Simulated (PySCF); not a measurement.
A GIAO shielding run with PySCF (density fitting, non-relativistic, gas phase) on SMILES CO[SiH2]C#CC#N, C₄H₅NOSi:

```
$ OMP_NUM_THREADS=1 python probes_run.py task.json out

{"job": {"kind": "nmr", "xc": "wB97X-D", "basis": "pcSseg-1", "pop": false}, "charge": 0, "multiplicity": 1}
C     -2.564320     0.032929    -0.354735
O     -1.227890    -0.243985    -0.030359
Si     0.061457     0.712234    -0.424191
C      1.544760    -0.115227     0.285229
C      2.546173    -0.640053     0.746579
C      3.672541    -1.231735     1.267662
N      4.626420    -1.729686     1.708114
H     -2.729758     0.044105    -1.447252
H     -2.898347     1.003046     0.056110
H     -3.197986    -0.755383     0.077086
H     -0.047016     2.072699     0.177492
H      0.249024     0.824308    -1.899536
```

Hardware: 1 thread of an Arm Neoverse V1, shared host.

(1) How large is the calculation?

(2) How long does it take, and how much memory does it need?

(3) And these other runs on the same molecule and hardware: GIAO shielding at B97-2/pcSseg-1; GIAO shielding at BLYP/pcSseg-1; GIAO shielding at KT3/pcSseg-1; GIAO shielding at LC-wPBE/pcSseg-1; GIAO shielding at LDA/pcSseg-1; GIAO shielding at PBE0/6-31G?

Results:

(1) 58 electrons, 151 basis functions and 800 auxiliary functions.

(2) 20 s of wall time, with 14 SCF cycles and 7 response iterations; peak memory 0.89 GiB. Times on a shared host scatter by some tens of per cent.

(3) B97-2/pcSseg-1: 151 functions, 16 s; BLYP/pcSseg-1: 151 functions, 20 s; KT3/pcSseg-1: 151 functions, 21 s; LC-wPBE/pcSseg-1: 151 functions, 26 s; LDA/pcSseg-1: 151 functions, 17 s; PBE0/6-31G: 77 functions, 7.9 s.
